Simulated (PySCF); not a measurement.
ZnHCl, SMILES [Cl][ZnH].

Geometry optimised at PBE-D3(BJ)/def2-TZVP.

Level of theory: PySCF with HF/def2-TZVPD.

Computed frontier levels, gap, dipole moment and polarisability:
```json
{
 "highest_occupied_level": "-12.13 eV",
 "lowest_empty_level": "0.87 eV",
 "orbital_gap": "13.01 eV",
 "dipole_moment": "0.391 e·Å",
 "quadrupole, principal values (traceless, Buckingham form, about the centre of nuclear charge)": "-8.41, 4.21, 4.21 D·Å",
 "mean_static_polarisability": "36.1 bohr³ (5.36 Å³)",
 "polarisability_principal_values": "31.9, 31.9, 44.7 bohr³"
}
```
